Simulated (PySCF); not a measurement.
# Bonds of Cu to H, F, Cl, Br, O, N

PBE0 in PySCF with def2-TZVPPD on every atom, for the lowest determinant that a PBE0 search found; no spin–orbit coupling. D0 is De less the harmonic zero-point energy.

| X | state of CuX | D0(CuX) (eV) | D0(X₂) (eV) |
| --- | --- | --- | --- |
| H | singlet (closed shell) | 2.46 | 4.26 |
| F | singlet (closed shell) | 3.94 | 1.44 |
| Cl | singlet (closed shell) | 3.64 | 2.55 |
| Br | singlet (closed shell) | 3.35 | 2.25 |
| O | doublet (π ↑) | 2.61 | 5.28 |
| N | triplet (π ↑↑) | 1.71 | 9.62 |

Q: Give the energy of Cu + X₂ → CuX + X at 0 K for each X.

A: H: 4.26 − 2.46 = +1.80 eV; F: 1.44 − 3.94 = -2.50 eV; Cl: 2.55 − 3.64 = -1.09 eV; Br: 2.25 − 3.35 = -1.10 eV; O: 5.28 − 2.61 = +2.67 eV; N: 9.62 − 1.71 = +7.91 eV (PBE0/def2-TZVPPD; negative means exothermic).

Q: Does an atom of Br displace H from CuH?

A: CuH + Br → CuBr + H has ΔE = 2.46 − 3.35 = -0.89 eV at PBE0/def2-TZVPPD, so it is downhill.

Gas-phase diatomics only hint at surface chemistry, where an atom holds several bonds.

States were picked by a PBE0 search and need not be the measured ground states.
